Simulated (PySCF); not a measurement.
C2H6N2OSi, SMILES C[Si@@H](N)N=C=O. Atoms are numbered in the order given.

```xyz
12

C     -1.8610    -1.2204     0.1427
Si    -0.7992     0.1480    -0.5557
N     -1.4278     1.6765    -0.0659
N      0.8318    -0.1492    -0.0062
C      1.9583    -0.3012     0.3710
O      3.0621    -0.4537     0.7434
H     -1.8781    -1.1740     1.2441
H     -1.4643    -2.2071    -0.1432
H     -2.8965    -1.1378    -0.2228
H     -0.7347     0.1485    -2.0394
H     -1.0768     2.5296    -0.4912
H     -1.6701     1.8377     0.9076
```

The structure is a stationary point at B3LYP-D3(BJ)/def2-SVP. The structure was generated by enumeration; whether it is a known compound was not checked. Other conformers were not sampled.

Method: KT2/pcSseg-1 (PySCF).

GIAO shieldings, no solvent; atoms listed in one row are averaged. δ = σ(ref) − σ: ¹³C against TMS (σ = 185.1 ppm); ²⁹Si against TMS (σ = 361.9 ppm); ¹⁵N against NH3 (σ = 266.2 ppm); ¹⁷O against H2O (σ = 330.4 ppm); ¹H against TMS (σ = 31.47 ppm), references at their B3LYP-D3(BJ)/def2-TZVP geometries, non-relativistic.

| nucleus | atoms | count | δ (ppm) |
|---|---|---|---|
| ¹³C | C5 | 1 | 118.4 |
| ¹³C | C1 | 1 | 1.7 |
| ²⁹Si | Si2 | 1 | -37.4 |
| ¹⁵N | N4 | 1 | 59.1 |
| ¹⁵N | N3 | 1 | 36.6 |
| ¹⁷O | O6 | 1 | 131.3 |
| ¹H | H10 | 1 | 5.18 |
| ¹H | H11 | 1 | 1.31 |
| ¹H | H12 | 1 | 1.07 |
| ¹H | H7, H8, H9 | 3 | 0.58 |
